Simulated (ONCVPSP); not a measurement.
Scattering properties, ONCV potential for thulium

```json
{"Element": "thulium (Tm)", "Generator": "ONCVPSP 4.0.1", "Type": "optimised norm-conserving Vanderbilt (ONCV)", "Functional": "PBE", "Relativity": "scalar-relativistic", "Frozen core": "[Kr] 4d10 4f12", "Valence charge": "11", "Reference configuration": "5s2 5p6 5d1 6s1.5 (charge +0.5)", "Partial waves": "5s+6s: rc 1.95 bohr, ncon 4, nbas 7, qcut 7.3 1/bohr, 2 projectors; 5p: rc 2.35 bohr, ncon 4, nbas 8, qcut 4.9 1/bohr, 2 projectors, debl 3.9 Ha; 5d: rc 2.25 bohr, ncon 4, nbas 7, qcut 4.6 1/bohr, 1 projector", "Local potential": "polynomial inside 1.25 bohr (lpopt 5, dvloc0 6 Ha)", "Core correction": "none"}
```

The phase is arctan(r·R′/R) of the radial function R(r), unwrapped; energies in Ha, scanned from -4 to 5 Ha. A pole is an energy at which the radial function vanishes at the test radius. The pseudo phase is shifted by a multiple of π to meet the all-electron one at the reference energy, and phase errors are pseudo minus all-electron; the curves can meet again beyond the range given. Levels narrower than the energy grid can be missing from the lists of poles.

```csv
channel,radius (bohr),reference energy (Ha),"poles, all-electron","poles, pseudo",unbroken range about the reference energy with phases within 0.05 rad,phase error 1 Ha above the reference energy (rad)
s,1.98,-0.26,"-1.93, 4.68","-1.93, 4.58",the whole range,-0.001
p,2.39,-1.23,"-1.04, 3.22","-1.04, 3.21",the whole range,-0.002
d,2.28,-0.18,0.68,0.67,below 2.0,-0.002
```

Phases in the p channel:

```
E (Ha)  all-electron  pseudo
 -3.98         1.375   1.375
 -3.50         1.353   1.353
 -3.02         1.323   1.323
 -2.54         1.275   1.274
 -2.06         1.171   1.171
 -1.58         0.617   0.615
 -1.10        -1.516  -1.516
 -0.62        -1.780  -1.780
 -0.14        -1.981  -1.984
  0.34        -2.446  -2.456
  0.82        -3.695  -3.709
  1.30        -4.316  -4.319
  1.78        -4.512  -4.513
  2.26        -4.607  -4.607
  2.74        -4.667  -4.667
  3.22        -4.713  -4.713
  3.70        -4.755  -4.756
  4.18        -4.801  -4.805
  4.66        -4.863  -4.878
```
